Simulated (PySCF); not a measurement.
C3H5ClOSi, SMILES Cl[Si@@H]1CC=CO1. Atoms are numbered in the order given.

```xyz
11

Cl     1.8799    -0.0296    -0.9420
Si     0.4759    -0.0793     0.5821
C     -0.8854    -1.3546     0.2864
C     -2.0428    -0.4320    -0.0478
C     -1.7893     0.8799     0.0812
O     -0.5373     1.2813     0.4881
H      1.2122    -0.0730     1.8633
H     -1.0845    -1.9669     1.1847
H     -0.6431    -2.0535    -0.5312
H     -3.0165    -0.8041    -0.3716
H     -2.4865     1.6997    -0.1050
```

Geometry: B3LYP-D3(BJ)/def2-SVP. The structure was generated by enumeration; whether it is a known compound was not checked. Other conformers were not sampled.

Method: PBE/pcSseg-1 (PySCF).

GIAO shieldings, no solvent; atoms listed in one row are averaged. δ = σ(ref) − σ: ³⁵Cl against HCl (σ = 936.5 ppm); ²⁹Si against TMS (σ = 335.4 ppm); ¹³C against TMS (σ = 182.0 ppm); ¹⁷O against H2O (σ = 334.3 ppm); ¹H against TMS (σ = 31.49 ppm), references at their B3LYP-D3(BJ)/def2-TZVP geometries, non-relativistic (without spin–orbit terms, shifts of atoms bonded to Cl or Br come out too high).

Problem. Estimate the chemical shifts. (Estimate from the structure and the level; the computed values follow.)

Solution. 
```
nucleus  atoms  count  δ (ppm)
-------  -----  -----  -------
³⁵Cl       Cl1      1     96.2
²⁹Si       Si2      1     35.2
¹³C         C5      1    157.8
¹³C         C4      1    108.6
¹³C         C3      1     23.7
¹⁷O         O6      1    174.3
¹H         H11      1     6.92
¹H          H7      1     6.27
¹H         H10      1     5.58
¹H          H8      1     2.14
¹H          H9      1     2.03
```
